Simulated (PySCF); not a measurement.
C₂H₅BO₃.
SMILES with atom numbers: `[OH:1][B:2]1[O:3][CH2:4][CH2:5][O:6]1` (hydrogens: H7 on O1; H8, H9 on C4; H10, H11 on C5)

Cartesian coordinates in Å at the PBE0-D3(BJ)/def2-SVP level; atoms count from 1:
```xyz
11
C2H5BO3 angstrom
O      2.4349   -0.1089   -0.4913
B      1.1365   -0.0720   -0.1223
O      0.6487    0.7134    0.8935
C     -0.7438    0.4883    0.9863
C     -1.0564   -0.5657   -0.1038
O      0.1779   -0.8282   -0.7360
H      2.9723    0.4762    0.0505
H     -1.2846    1.4345    0.8194
H     -0.9963    0.1331    1.9987
H     -1.7820   -0.1942   -0.8460
H     -1.4622   -1.4983    0.3219
```

Computed, not measured: core-valence-separated Tamm–Dancoff BHandHLYP/aug-pcX-1 (pcseg-1 on H) in PySCF, non-relativistic, gas phase, PBE0-D3(BJ)/def2-SVP geometry. No shift to experiment was applied.

What does the C 1s absorption edge look like?

| E (eV) | f | core hole on | main final orbital |
| --- | --- | --- | --- |
| 286.69 | 0.0216 | C4 | LUMO (46 %) |
| 286.73 | 0.0440 | C5 | LUMO (36 %) |
| 287.25 | 0.0263 | C4/C5 | LUMO+1 (2 roots, f summed) |
| 287.55 | 0.0668 | C4 + C5 | LUMO+3 (2 roots, f summed) |
| 288.43 | 0.0031 | C5 | LUMO+2 (50 %) |
| 288.50 | 0.0021 | C4 | LUMO+2 (72 %) |
| 288.89 | 0.0052 | C4 | LUMO (42 %) |
| 289.00 | 0.0019 | C5 | LUMO (32 %) |

The first line with a tenth or more of the strongest one's intensity is at 286.69 eV (f = 0.022), with the hole on C4 (sp3 carbon bound to oxygen). The strongest listed is at 287.55 eV (f = 0.067, sum of 2; C4 + C5).

List the oxygen K-edge absorption lines.

| E (eV) | f | core hole on | main final orbital |
| --- | --- | --- | --- |
| 532.29 | 0.0183 | O1 | LUMO (49 %) |
| 533.23 | 0.0182 | O3/O6 | LUMO (2 roots, f summed) |
| 533.92 | 0.0215 | O1 | LUMO+12 (48 %) |
| 533.98 | 0.0504 | O3/O6 | LUMO/LUMO+1/LUMO+12 (3 roots, f summed) |
| 534.04 | 0.0190 | O3 | LUMO+12 (57 %) |
| 534.48 | 0.0076 | O1 | spread |
| 534.49 | 0.0066 | O3 | LUMO+1 (61 %) |
| 534.62 | 0.0059 | O6 | spread |
| 534.75 | 0.0069 | O6 | LUMO+2 (48 %) |
| 534.89 | 0.0040 | O3 | LUMO+2 (65 %) |
| 534.92 | 0.0034 | O1 | LUMO+1 (31 %) |
| 534.98 | 0.0053 | O6 | LUMO+3 (57 %) |

The first line with a tenth or more of the strongest one's intensity is at 532.29 eV (f = 0.018), with the hole on O1 (boron-bound oxygen). The strongest listed is at 533.98 eV (f = 0.050, sum of 3; O3/O6).

Give energies, oscillator strengths and core holes at the B K edge.

```
E (eV)       f  core hole on  main final orbital
190.80  0.1001            B2      LUMO+12 (83 %)
191.87  0.0005            B2         LUMO (78 %)
192.97  0.0005            B2       LUMO+1 (80 %)
193.38  0.0047            B2       LUMO+3 (92 %)
193.44  0.0001            B2       LUMO+2 (56 %)
193.71  0.0006            B2       LUMO+4 (56 %)
194.27  0.0001            B2       LUMO+5 (92 %)
```

The first line with a tenth or more of the strongest one's intensity is at 190.80 eV (f = 0.100), with the hole on B2 (three-coordinate boron). It is also the strongest listed.

Roots within 0.03 eV whose holes lie on the same, on equivalent or on shared atoms are summed into one line, and the highest roots are left out, as the search may have cut off their partners. Final orbitals are the ground state's empty Kohn–Sham orbitals.

What are the wavelength and the wavenumber of the 286.69 eV line?

λ = 12398.42 eV Å/286.69 eV = 43.247 Å; 2.3123 × 10⁶ cm⁻¹.

Only the lowest roots of each edge were sought.

One conformer stands for the species.
